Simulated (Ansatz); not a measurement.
Geometry optimisation, RKS B3LYP/def2-SVP (Ansatz 0.2.0).

Input file:

```yaml
crystal:
  periodic: [false, false, false]
  atoms:
    - { symbol: C, position_ang: [-1.3967, 1.3541, 0.2881] }
    - { symbol: C, position_ang: [-0.3726, 0.3522, 0.0742] }
    - { symbol: C, position_ang: [0.7614, 0.3991, 1.0302] }
    - { symbol: "N", position_ang: [-0.4589, -0.4694, -0.9055] }
    - { symbol: Si, position_ang: [0.595, -1.7442, -1.2971] }
    - { symbol: H, position_ang: [-1.8743, 1.3027, 1.2744] }
    - { symbol: H, position_ang: [-0.9769, 2.3971, 0.1864] }
    - { symbol: H, position_ang: [-2.2005, 1.3058, -0.4742] }
    - { symbol: H, position_ang: [0.661, 1.2295, 1.803] }
    - { symbol: H, position_ang: [1.7302, 0.5749, 0.5271] }
    - { symbol: H, position_ang: [0.8429, -0.54, 1.6238] }
    - { symbol: H, position_ang: [0.7442, -2.6102, -0.078] }
    - { symbol: H, position_ang: [1.8564, -1.0889, -1.5932] }
    - { symbol: H, position_ang: [0.0758, -2.4918, -2.4302] }
basis:
  gaussian: { orbitals: def2-SVP }
hamiltonian:
  xc: b3lyp
relax:
  f_tol: 0.015
  max_steps: 40
```

Run as:

```bash
$ ansatz run input.yaml --threads 2 --pin off --max-ram 3072MiB --backend cpu --events-out ev --progress --plain --runs-dir out
```

Problem. Where does it end, and by what steps?

Solution. The forces met the threshold. The force dipped under the threshold on the way, but the program's further checks kept it going. After 29 steps the energy has fallen by 0.346 eV; H13 moved furthest, 1.27 Å.

```csv
step,energy less start (eV),largest force component (eV/Å),accepted
0,0.0000,2.325,yes
2,-0.2888,0.294,yes
4,-0.2925,0.090,yes
6,-0.2936,0.008,yes
8,-0.2939,0.088,yes
10,-0.2952,0.117,yes
12,-0.2973,0.203,yes
14,-0.3025,0.150,yes
16,-0.3084,0.162,yes
18,-0.3203,0.201,yes
20,-0.3326,0.192,yes
22,-0.3408,0.105,yes
24,-0.3448,0.041,yes
26,-0.3456,0.035,yes
28,-0.3459,0.004,yes
29,-0.3461,0.012,yes
```

```xyz
14
Properties=species:S:1:pos:R:3
C -1.276 1.562 0.116
C -0.292 0.410 0.095
C 0.618 0.336 1.309
N -0.283 -0.393 -0.890
Si 0.626 -1.806 -1.339
H -1.952 1.476 0.984
H -0.748 2.525 0.221
H -1.870 1.567 -0.807
H 0.018 0.280 2.233
H 1.223 1.256 1.385
H 1.294 -0.529 1.272
H 1.685 -2.274 -0.381
H 1.288 -1.516 -2.643
H -0.344 -2.923 -1.525
```

Run time: 110 s on 2 threads of Arm Neoverse V1, with other jobs on the host, peak memory 0.28 GiB.
